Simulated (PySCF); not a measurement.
Ga(OH)2, doublet: structure and spectrum

These are results of PySCF, UPBE0, basis Ga def2-TZVP, O def2-TZVP, H def2-TZVP (no relativity, density fitting), not measurements.

The structure is a higher-order saddle point with 3 imaginary modes.

```xyz
5
charge 0 multiplicity 2, angstrom
Ga    0.0000    0.0000    0.0000
O     0.1061    0.0000    1.8398
O    -0.1061    0.0000   -1.8398
H    -0.7529    0.0000    2.2815
H     0.7529    0.0000   -2.2815
```

- Point group: C2h
- Bond lengths: Ga–O 1.843 Å (×2), O–H 0.966 Å (×2)
- Bond angles: Ga–O–H 113.9° (×2), O–Ga–O 180.0°
- Rotational constants: 11.73, 0.1419, 0.1402 cm⁻¹
- Principal polarisabilities: 44.8, 51.2, 64.1 bohr³
- Principal quadrupole moments (Buckingham, traceless) about the centre of mass: -12.31, 0.32, 11.98 D Å
- Atomisation energy without zero-point energy: 1468 kJ/mol
- Lowest empty level (β): -2.36 eV
- Highest occupied level (α): -5.08 eV
- Dipole moment: 0.00 D
- Zero-point energy (real modes): 59.3 kJ/mol
- Spin squared ⟨S²⟩: 0.754

Harmonic modes (masses in u: Ga 68.926, O 15.995, H 1.008):
| symmetry | ω (cm⁻¹) | IR (km/mol) | μ (u) |
| --- | --- | --- | --- |
| bu | 328i | – | 13.11 |
| au | 235i | – | 21.15 |
| au | 130i | – | 1.03 |
| ag | 504 | 0.0 | 12.68 |
| bu | 517 | 328 | 1.73 |
| bu | 623 | 26.4 | 2.21 |
| ag | 671 | 0.0 | 1.06 |
| bu | 3799 | 81.7 | 1.07 |
| ag | 3804 | 0.0 | 1.07 |

In C2h the vibrations span 4bu + 2au + 3ag. The ag modes carry no infrared intensity, as symmetry demands. With a centre of inversion only u modes can be infrared active and only g modes Raman active.

Charges (e):
```tsv
atom	Mulliken	Löwdin	polar tensor	spin (Mulliken)	Mayer order to Ga1
Ga1	0.46	0.26	0.19	0.64	–
O2,3	-0.52	-0.26	-0.32	0.15	1.02
H4,5	0.29	0.13	0.22	0.03	0.07
```
Other Mayer orders above 0.3: O–H 0.88 (×2).

Mulliken populations on Ga1: s 7.50, p 12.73, d 10.24, f 0.07.

Outer orbital energies (eV). α occupied: -23.35, -13.95, -13.47, -10.73, -10.17, -9.25, -8.76, -5.08; empty: -1.54, -0.99, 1.15, 2.09. β occupied: -23.50, -23.11, -13.51, -13.12, -10.23, -9.30, -9.06, -8.61; empty: -2.36, -0.75, -0.26, 1.39.

Only a few start shapes were tried, so a lower isomer may exist. At this level a doublet minimum of Cs symmetry lies 87 kJ/mol below this structure.

The final relaxation and frequency run took roughly 10 core-minutes on a shared host.
